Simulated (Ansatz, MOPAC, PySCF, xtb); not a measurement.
Dimer: GeH4 (SMILES [GeH4]) (first 5 atoms) with CH3NO (SMILES NC=O); geometry from B3LYP-D3(BJ)/def2-TZVP, rigid monomers moved along the line of their centres of mass till Ge1···O8 is 2.94 Å.
(charge 0, multiplicity 1):
```xyz
11

Ge    -0.152    -0.514    -0.002
H     -1.495     0.143     0.323
H      0.050    -0.534    -1.531
H     -0.076    -1.944     0.537
H      0.996     0.326     0.592
N      1.139     0.594     3.352
C      0.015    -0.087     3.677
O     -0.732    -0.612     2.880
H      1.398     0.688     2.383
H      1.718     1.008     4.061
H     -0.163    -0.120     4.767
```

Interaction energies are E(AB) − E(A) − E(B) at the monomers' geometry in the complex; basis-set methods are counterpoise corrected. Rows marked so take none.

Rows in 3-21G, 6-31G* carry no dispersion term and start afresh at each structure (6-31G* with six Cartesian d functions); the Pople sets are all-electron and without relativity. The state reached by PM3 isn't checked.

Programs: Ansatz (Gaussian orbitals); MOPAC for PM3 (differences of heats of formation); PySCF for 3-21G rows, 6-31G* rows, the dispersion terms; xtb for the GFN methods. Each number belongs to the level named beside it.

| level | interaction energy (meV) |
|---|---|
| GFN-FF | -19.0 |
| PM3 | 170.0 |
| GFN1-xTB | -592.8 |
| HF/6-31G* (no counterpoise) | 43.7 |
| HF/aug-cc-pVDZ | 96.1 |
| r2SCAN-D3(BJ)/def2-TZVPPD | -63.4 |
| B3LYP/3-21G (no counterpoise) | -277.6 |
| B3LYP/def2-TZVPPD | 43.6 |
| wB97X-V/def2-TZVPPD | ? |

Task: Complete the blanks.

Result: 
- wB97X-V/def2-TZVPPD, interaction energy (meV): -60.0

Ansatz is an electronic-structure program.
